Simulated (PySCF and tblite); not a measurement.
The numbers below are computed, except where a source is named.
## Barrier and rate of a rearrangement

System: C7H8Br (charge +1), numbered as in [CH:1]#[C:2][C@@H:3]1[C+:4]([CH3:5])[CH2:6][C@H:7]1[Br:8].

Motion: shift of H on C3 from C3 to C4. Geometries: PBE0-D3(BJ)/def2-SVP; energies: PBE0/pcSseg-1 + D3(BJ); zero-point and thermal terms from GFN2-xTB harmonic modes (soft modes blended into free rotors). Rate constants are transition-state-theory values, counting equivalent paths, without tunnelling. (PySCF 2.14 with density fitting, tblite 0.8.)

```json
{"point": "start", "symmetry": "C1", "E(GFN2) kcal/mol": "0.0", "E(DFT) kcal/mol": "0.0", "ZPE change kcal/mol": "0.00", "lowest mode cm⁻¹": "46"}
{"point": "saddle", "symmetry": "C1", "E(GFN2) kcal/mol": "10.4", "E(DFT) kcal/mol": "4.0", "ZPE change kcal/mol": "-0.71", "lowest mode cm⁻¹": "599i"}
{"point": "end", "symmetry": "C1", "E(GFN2) kcal/mol": "-0.8", "E(DFT) kcal/mol": "-4.3", "ZPE change kcal/mol": "2.10", "lowest mode cm⁻¹": "65"}
```

| Property | Result |
| --- | --- |
| Electronic barrier | 4.0 kcal/mol |
| Barrier with zero-point energy | 3.3 kcal/mol |
| ΔH‡ (298 K) | 2.9 kcal/mol |
| ΔS‡ (298 K, symmetry apart) | -2.7 cal/(mol K) |
| Paths | 1 equivalent path |
| End point | a different minimum |
| Mean lifetime of the start against this motion at 298 K | 83 ps |
| Cost | 25 min on 1 thread of Arm Neoverse N1, on a host shared with other jobs (rough), peak memory 1.1 GiB, launched as `OMP_NUM_THREADS=1 python ens_run.py task.json out` |

```csv
T/K,ΔG‡ kcal/mol,k s⁻¹,ΔG kcal/mol,k back s⁻¹
150,3.5,2.7×10⁷,-2.0,2.9×10⁴
200,3.5,5.6×10⁸,-2.0,3.7×10⁶
250,3.6,3.6×10⁹,-1.9,7×10⁷
298,3.7,1.2×10¹⁰,-1.9,4.9×10⁸
350,3.8,3.1×10¹⁰,-1.9,2.2×10⁹
400,3.9,6.3×10¹⁰,-1.8,6.6×10⁹
500,4.1,1.7×10¹¹,-1.7,3.2×10¹⁰
```

ΔG and ΔG‡ leave out symmetry numbers and mirror images; rates count paths: 1 out, 1 back.

The ion is treated without a counter-ion. Spin–orbit effects of heavy atoms on shieldings are missing.
